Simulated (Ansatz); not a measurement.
Gas-phase electronic energies from Ansatz, PBE0-D4/def2-TZVP geometries. CBS: MP2 limit from def2 TZ/QZ plus the TZ coupled-cluster correction, frozen cores. This one scheme is used for every species. For Ga outer-core shells are correlated without core-valence functions, which leaves a few kJ/mol of doubt a bond. Scalar relativity is left out up to krypton. Each species was taken in one conformer, which may not be the lowest.

Consider the formal exchange of groups at a Ga–N bond: `[CH3][GaH][N]=C=O` + fluoromethane → `[CH3][GaH][CH2]F` + `N=C=O`.

`[CH3][GaH][N]=C=O`:

```xyz
9

C     0.025   -1.631   -0.391
Ga   -0.363   -0.170    0.840
N     0.040    1.508    0.202
C     0.320    2.566   -0.270
O     0.594    3.607   -0.729
H     1.102   -1.677   -0.573
H    -0.458   -1.442   -1.352
H    -0.307   -2.596   -0.008
H    -0.953   -0.166    2.281
```

`CF`:

Cartesian coordinates in Å:
```
C 0.043 -0.038 -0.021
F -0.919 0.828 0.447
H 0.840 0.537 -0.497
H -0.410 -0.717 -0.748
H 0.447 -0.610 0.818
```

`[CH3][GaH][CH2]F`:

Cartesian coordinates in Å:
```
C -1.255 -1.187 -0.128
Ga 0.576 -0.507 0.052
C 0.925 1.455 0.098
F -0.254 2.194 -0.009
H -1.339 -1.816 -1.018
H -1.511 -1.814 0.730
H -1.978 -0.374 -0.200
H 1.825 -1.462 0.165
H 1.588 1.761 -0.720
H 1.422 1.750 1.030
```

`N=C=O`:

```xyz
4

N     0.153   -0.384    0.644
C    -0.177   -0.017   -0.458
O    -0.535    0.203   -1.540
H     0.559    0.198    1.354
```

```json
{"level": "MP2/def2-TZVPP", "ΔE (kJ/mol)": "134.0"}
{"level": "CCSD/def2-TZVPP", "ΔE (kJ/mol)": "132.1"}
{"level": "MP2/CBS(def2)", "ΔE (kJ/mol)": "131.0"}
{"level": "CCSD/CBS(def2)", "ΔE (kJ/mol)": "129.1"}
```

**Question.** What does CCSD(T)/CBS give? (Best estimate.)

**Answer.** Computed: +126.2 kJ/mol. The listed levels differ from it by 7.8, 5.9, 4.8, 2.9 kJ/mol.

Largest T1 diagnostic among the species: 0.018.

In def2-TZVPP, CCSD(T) changes the Hartree–Fock value by −25.2 kJ/mol (the triples alone add −2.9 kJ/mol) and MP2 by −20.4 kJ/mol. From PBE to PBE0 (25 % exact exchange), in def2-TZVPP and without D4, ΔE moves by +9.9 kJ/mol.
